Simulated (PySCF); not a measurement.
C4H4F2, SMILES C=C(F)/C=C\F.

Coordinates come from a B3LYP-D3(BJ)/def2-SVP optimisation. The structure was generated by enumeration; whether it is a known compound was not checked. The values are those of a single conformer.

Level of theory: TDA-B3LYP/def2-SVPD in PySCF.

Vertical excitations. Isolated molecule, no solvent. State labels are in the subgroup Cs.

Computed UV-visible absorptions:
| state | symmetry | energy (eV) | λ (nm) | f | main pairs |
|---|---|---|---|---|---|
| S1 | A" | 6.06 | 205 | 0.000 | HOMO→LUMO+1 99 % |
| S2 | A' | 6.12 | 203 | 0.938 | HOMO→LUMO 92 % |
| S3 | A' | 6.79 | 182 | 0.032 | HOMO−1→LUMO 64 %, HOMO→LUMO+3 34 % |
| S4 | A" | 6.94 | 179 | 0.035 | HOMO→LUMO+2 98 % |
| S5 | A" | 7.38 | 168 | 0.001 | HOMO→LUMO+4 98 % |
| S6 | A" | 7.44 | 167 | 0.001 | HOMO−2→LUMO 98 % |
| S7 | A" | 7.70 | 161 | 0.000 | HOMO→LUMO+5 94 % |
| S8 | A" | 8.03 | 154 | 0.002 | HOMO→LUMO+6 96 % |
| S9 | A" | 8.14 | 152 | 0.029 | HOMO−1→LUMO+1 92 % |
| S10 | A" | 8.33 | 149 | 0.000 | HOMO−3→LUMO 94 % |
| T1 | A' | 3.12 | 397 | 0 | HOMO→LUMO 97 % |
| T2 | A' | 5.03 | 246 | 0 | HOMO−1→LUMO 74 %, HOMO→LUMO+3 23 % |
| T3 | A" | 5.94 | 209 | 0 | HOMO→LUMO+1 98 % |
| T4 | A' | 6.79 | 183 | 0 | HOMO→LUMO+3 75 %, HOMO−1→LUMO 24 % |
Triplets are in the Tamm–Dancoff approximation.
